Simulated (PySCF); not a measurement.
## Correlation energy of Tl⁺ (thallium, charge +1)

[Xe] 4f14 5d9 6s2 6p1, one real determinant (an excited configuration). Calculation: PySCF 2.14, in x2c-TZVPPall with one added diffuse shell each of s, p, d, f type (12s8p7d4f, 99 functions); scalar relativity by spin-free X2C-1e. Frozen: [Kr] 4d10 4f14; 20 electrons correlated.

```
  level  correlation energy (mhartree)
   CCSD                        -420.17
    (T)                          -9.77
CCSD(T)                        -429.94
```

Diagnostics: T1 = 0.0088, D1 = 0.0348, largest double amplitude 0.058.

Task: Is a single reference adequate?

Result: Yes, within this model without spin-orbit coupling: T1 lies below 0.03 and no double amplitude reaches 0.07.

The reference is one real determinant that mixes LS terms of this configuration.

This basis was not built for core-valence correlation, so the inner-shell part is incomplete.
